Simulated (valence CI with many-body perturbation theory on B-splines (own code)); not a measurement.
**Questions on Tl7+**

Calculated by relativistic CI+MBPT: six valence electrons over a frozen Dirac-Fock core [Xe] 4f14, radial functions for each j: 7 s, 7 p, 8 d, 6 f, 4 g, 1 h, with the one-electron correlation potential Σ1, the two-electron term Σ2, the three-electron term Σ3, Breit, model QED; selected CI, second order for the rest, scaled by the run's own slope (own B-spline code, finite nucleus).

No measured levels were compared; by estimate terms of the open shell hold to 2 to 4 % of their energy, and close levels can change places; different configurations can be misplaced against each other by 1,000 to 8,000 cm⁻¹. Among the levels kept, up to 680 cm⁻¹ of a level comes from second order outside the variational space, and about a tenth of that is noise between levels of different J, which matters for small intervals. Only levels of the ground parity were solved; by the run's estimate the other parity begins above the list, which can be wrong where configurations are misplaced.

Levels are named by their leading jj configuration (3d3/2^4 stands for four electrons in 3d with j = 3/2), which in mixed levels can hold well under half, so a name can repeat and another be missing.

Rates and lifetimes use the calculated energies. Strong lines usually hold to 10 to 20 %, long lifetimes can be off by a factor of two.

Q: What is the ground level?

A: (5d3/2^4 5d5/2^2) J=4, composition 67 % 5d⁶ ⁵D + 24 % 5d⁶ ³F + 4 % 5d⁶ ¹G, g = 1.398.

Q: Name the longest-lived excited levels whose lifetime is computed, and their main decay.

A: (5d3/2^4 5d5/2^2) J=2 at 8099 cm⁻¹ lives 1440 s, mostly by E2 to (5d3/2^4 5d5/2^2) J=4; (5d3/2^4 5d5/2^2) J=0 at 17326 cm⁻¹ lives 237 s, mostly by E2 to (5d3/2^4 5d5/2^2) J=2. The lifetime of (5d3/2^3 5d5/2^3) J=6 is too uncertain to give, and may be longer.

Q: What is the ionisation energy?

A: 116.72 eV; NIST lists 116 ± 2.1 eV (theoretical).

Q: How well does LS coupling describe the low levels?

A: Among the lowest 20 levels the leading LS term, summed over configurations, holds 55 % on average. For single configurations the figures are 55 % in LS and 68 % in jj coupling. Terms mix most in the J = 4 level at 22684 cm⁻¹, where the leading one holds 25 %.
